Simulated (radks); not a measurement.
The numbers below are computed, except where a source is named.
Species: Ir1.25+. Configuration: [Xe] 4f14 5d(up 3.5, down 3.5) 6s(up 0.75, down 0) (fractional occupations, a model configuration).

Code: a radial shooting solver on a logarithmic mesh with Libxc functionals. Model: scalar-relativistic Kohn-Sham, BLYP, spin-polarised, spherical densities, finite nucleus; Fermi nuclear charge, rms radius 5.4032 fm.

Energy parts (hartree):
total: -17824.6000
kinetic: 19808.5553
electron-nucleus: -44192.3966
Hartree: 6905.9319
exchange-correlation: -346.6906

Orbitals (lengths in bohr, moments of r in powers of bohr; <r^-3> diverges for s and p1/2; r(90%) holds 90 % of the orbital's charge):
orbital  occ.  eigenvalue (hartree)  r(90%)  <r^-3>
1s up       1             -2797.302  0.0318       -
1s down     1             -2797.302  0.0318       -
2s up       1             -489.6990   0.114       -
2s down     1             -489.6988   0.114       -
2p up       3             -425.6202   0.108   23050
2p down     3             -425.6200   0.108   23050
3s up       1             -114.8250   0.279       -
3s down     1             -114.8247   0.279       -
3p up       3             -96.07926   0.286    5219
3p down     3             -96.07897   0.286    5219
3d up       5             -75.40545   0.269   657.6
3d down     5             -75.40520   0.269   657.6
4s up       1             -24.78721   0.607       -
4s down     1             -24.78674   0.607       -
4p up       3             -18.63673   0.654    1239
4p down     3             -18.63620   0.654    1239
4d up       5             -11.07371   0.715   135.3
4d down     5             -11.07308   0.715   135.3
5s up       1              -3.98496    1.40       -
5s down     1              -3.98388    1.40       -
4f up       7              -2.66791   0.869   25.00
4f down     7              -2.66715   0.869   25.00
5p up       3              -2.39584    1.65   198.3
5p down     3              -2.39393    1.65   198.6
5d up     3.5              -0.64325    2.60   11.06
5d down   3.5              -0.63439    2.58   11.24
6s up    0.75              -0.57907    3.88       -
6s down     0              -0.56084    3.92       -

The highest occupied level is 6s up at -15.757 eV. The spin density at the nucleus is 103.6 e/bohr^3 (1s 0.3, 2s 0.1, 3s 0.0, 4s 0.0, 5s -0.1, 6s 103.2). Summed over all electrons, <r^2> = 49.91 bohr^2, which gives a Langevin (diamagnetic) susceptibility term of -39.5 x 10^-6 cm^3/mol. The electron density at the nucleus is 1.949e+06 e/bohr^3 (large components only).
